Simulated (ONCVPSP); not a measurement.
**Building the ONCV potential for beryllium (LDA (Perdew-Wang 92), scalar-relativistic).**

The input file (ONCVPSP 4.0.1):

```
# ATOM AND REFERENCE CONFIGURATION
# atsym  z   nc   nv     iexc    psfile
  Be 4.00    0    3  -001012      upf
#
#   n    l    f
    1    0    2.00
    2    0    1.50
    2    1    0.50
#
# PSEUDOPOTENTIAL AND OPTIMIZATION
# lmax
    2
#
#   l,   rc,      ep,       ncon, nbas, qcut
    0    0.65    0.00    4    8   19.20
    1    3.85    0.00    3    7    3.00
    2    2.95    0.03    4    7    3.80
#
# LOCAL POTENTIAL
# lloc, lpopt,  rc(5),   dvloc0
    4    5    0.60    6.00
#
# VANDERBILT-KLEINMAN-BYLANDER PROJECTORs
# l, nproj, debl
    0    2    2.00
    1    2    1.30
    2    2    1.80
#
# MODEL CORE CHARGE
# icmod, fcfact, rcfact
    0    0.00    0.00
#
# LOG DERIVATIVE ANALYSIS
# epsh1, epsh2, depsh
   -5.00    5.00    0.04
#
# OUTPUT GRID
# rlmax, drl
    6.00    0.01
#
# TEST CONFIGURATIONS
# ncnf
    4
# nvcnf
#   n    l    f
    3
    1    0    2.00
    2    0    2.00
    2    1    0.00
#
    3
    1    0    2.00
    2    0    1.00
    2    1    0.00
#
    3
    1    0    2.00
    2    0    0.00
    2    1    0.00
#
    3
    1    0    1.00
    2    0    2.00
    2    1    0.00
#
```

Command:

```bash
oncvpsp.x < Be.dat > Be.out
```

The program printed (shortened: citation, most of the input echo, consistency checks and plot data are left out):

```
ONCVPSP  (Optimized Norm-Conservinng Vanderbilt PSeudopotential)
scalar-relativistic version 4.0.1

#   n    l    f        energy (Ha)
    1    0    2.00    -3.8818128E+00
    2    0    1.50    -2.1632861E-01
    2    1    0.50    -8.7038993E-02

Reference configufation results
  iterations    22
  all-electron total energy (Ha)   -1.43848270D+01

Begin loop to  construct optimized pseudo wave functions
and semi-local pseudopoentials for all angular momenta

Calculating optimized projector #   1

 for l=   0

    Fraction of norm inside rc  0.833453
    Optimizing pswf for qcut=  19.21 a_B^-1,  ecut= 184.56 Ha
    Residual kinetic energy error=  1.49D-06 Ha

    Energy error per electron        Cutoff
         Ha          eV             Ha
         0.01000     0.27211       99.09
         0.00100     0.02721      127.73
         0.00010     0.00272      150.53
         0.00001     0.00027      168.94

Calculating optimized projector #   2

 for l=   0

    Fraction of norm inside rc  0.020127
    Optimizing pswf for qcut=  19.21 a_B^-1,  ecut= 184.56 Ha
    Residual kinetic energy error=  2.07D-07 Ha

    Energy error per electron        Cutoff
         Ha          eV             Ha
         0.01000     0.27211       55.98
         0.00100     0.02721       93.68
         0.00010     0.00272      125.71
         0.00001     0.00027      151.39

   Wellstate for l =  1  n =  5
     eigenvalue =   1.2130
     asymptotic potential =   1.7130
     half-point radius =  7.0367

Calculating optimized projector #   1

 for l=   1

    Fraction of norm inside rc  0.723471
    Optimizing pswf for qcut=   3.00 a_B^-1,  ecut=   4.50 Ha
    Residual kinetic energy error=  3.62D-06 Ha

    Energy error per electron        Cutoff
         Ha          eV             Ha
         0.01000     0.27211        1.97
         0.00100     0.02721        2.87
         0.00010     0.00272        3.57
         0.00001     0.00027        4.20

Calculating optimized projector #   2

 for l=   1

    Fraction of norm inside rc  0.274112
    Optimizing pswf for qcut=   3.00 a_B^-1,  ecut=   4.50 Ha
    Residual kinetic energy error=  1.58D-03 Ha

    Energy error per electron        Cutoff
         Ha          eV             Ha
         0.01000     0.27211        3.59
         0.00100     0.02721        5.50
         0.00010     0.00272       14.90
         0.00001     0.00027       28.93

   Wellstate for l =  2  n =  3
     eigenvalue =   0.0300
     asymptotic potential =   0.5300
     half-point radius = 45.4033

   Wellstate for l =  2  n =  5
     eigenvalue =   1.8300
     asymptotic potential =   2.3300
     half-point radius =  5.1336

Calculating optimized projector #   1

 for l=   2

    Fraction of norm inside rc  0.002568
    Optimizing pswf for qcut=   3.81 a_B^-1,  ecut=   7.24 Ha
    Residual kinetic energy error=  8.92D-09 Ha

    Energy error per electron        Cutoff
         Ha          eV             Ha
         0.01000     0.27211        0.06
         0.00100     0.02721        0.36
         0.00010     0.00272        1.02
         0.00001     0.00027        2.38

Calculating optimized projector #   2

 for l=   2

    Fraction of norm inside rc  0.246823
    Optimizing pswf for qcut=   3.81 a_B^-1,  ecut=   7.24 Ha
    Residual kinetic energy error=  9.46D-04 Ha

    Energy error per electron        Cutoff
         Ha          eV             Ha
         0.01000     0.27211        4.38
         0.00100     0.02721        7.09
         0.00010     0.00272       13.48
         0.00001     0.00027       24.79

Construct Vanderbilt / Kleinmman-Bylander projectors

B matrix Hermiticity error, ll=   0
   1   2    1.6394E-04

  Orthonormal projector coefficients -1.9929E+01 -5.5965E+00

B matrix Hermiticity error, ll=   1
   1   2    4.3794E-07

  Orthonormal projector coefficients -1.1942E+01 -2.8810E-01

B matrix Hermiticity error, ll=   2
   1   2   -1.0956E-06

  Orthonormal projector coefficients  1.8746E+01 -3.1312E-01

Pseudoatom total energy  -14.258293

Diagnostic tests using Vanderbilt-Kleinman-Bylander pseudopotentials
  1 or more projectors used as specified by nproj input data

   l    rcore       rmatch      e in        delta e   norm test  slope test

   0   0.6518857   0.6716784  -3.8818128  -0.0000212   1.0001111   1.0001228
   0   0.6518857   0.6716784  -0.2163286   0.0000055   1.0000605   1.0000612

   1   3.8527581   3.9697361  -0.0870390  -0.0000042   1.0000080   0.9999610
   1   3.8527581   3.9697361   1.2129610   0.0000371   0.9998030   0.9998030

   2   2.9611512   3.0510582   0.0300000   0.0000007   0.9999996   0.9999996
   2   2.9611512   3.0510582   1.8300000   0.0000100   0.9999824   0.9999824

 Testing for bound ghosts
   n   l    E NL Schr. Eq   E Basis Diag.   E Cutoff

   1   0       -3.881834       -3.878212    616.97
   2   0       -0.216323        1.277528    616.97

       1                       -7.157963     14.96  WARNING - GHOST(-)
   2   1       -0.087043       -0.086777     14.96

 Testing for highly-localized positive-energy ghosts
       l    <radius>/rc     E Basis Diag.   E Cutoff

       2        0.955862       26.696168     29.03  WARNING - GHOST(+)

       2        0.900493       27.746288     29.03  WARNING - GHOST(+)

Test configuration 0

   n   l     f        eae           eps        diff
   1   0  2.0000   -3.88181283   -3.88183405   -2.12D-05
   2   0  1.5000   -0.21632861   -0.21632308    5.53D-06
   2   1  0.5000   -0.08703899   -0.08704319   -4.20D-06

    Total energies and differences
      AE_ref= -1.43848270D+01  AE_tst= -1.43848270D+01  dif=  0.00D+00
      PS_ref= -1.42582927D+01  PS_tst= -1.42582927D+01  dif= -2.66D-14
      PSP excitation error=  2.66D-14

Test configuration 1

   n   l     f        eae           eps        diff
   1   0  2.0000   -3.85671908   -3.84647677    1.02D-02
   2   0  2.0000   -0.20580353   -0.20437811    1.43D-03

    Total energies and differences
      AE_ref= -1.43848270D+01  AE_tst= -1.44493013D+01  dif= -6.45D-02
      PS_ref= -1.42582927D+01  PS_tst= -1.43225062D+01  dif= -6.42D-02
      PSP excitation error= -2.61D-04

Test configuration 2

   n   l     f        eae           eps        diff
   1   0  2.0000   -4.27849389   -4.26591160    1.26D-02
   2   0  1.0000   -0.50128149   -0.49868844    2.59D-03

    Total energies and differences
      AE_ref= -1.43848270D+01  AE_tst= -1.40997026D+01  dif=  2.85D-01
      PS_ref= -1.42582927D+01  PS_tst= -1.39749286D+01  dif=  2.83D-01
      PSP excitation error=  1.76D-03

Test configuration 3

   n   l     f        eae           eps        diff
   1   0  2.0000   -4.80695349   -4.79178179    1.52D-02

    Total energies and differences
      AE_ref= -1.43848270D+01  AE_tst= -1.34465622D+01  dif=  9.38D-01
      PS_ref= -1.42582927D+01  PS_tst= -1.33248686D+01  dif=  9.33D-01
      PSP excitation error=  4.84D-03

Test configuration 4

   n   l     f        eae           eps        diff
   1   0  1.0000   -5.49255987   -5.44421276    4.83D-02
   2   0  2.0000   -0.65729660   -0.65289549    4.40D-03

    Total energies and differences
      AE_ref= -1.43848270D+01  AE_tst= -9.79196488D+00  dif=  4.59D+00
      PS_ref= -1.42582927D+01  PS_tst= -9.69252886D+00  dif=  4.57D+00
      PSP excitation error=  2.71D-02
```

Note: ghosts flagged at negative energy: p at -194.8 eV; GHOST(+) flags only above 600 eV. A true bound ghost makes a file unfit for plane-wave use.

The run took about 3.5 s on one core of a shared server CPU.
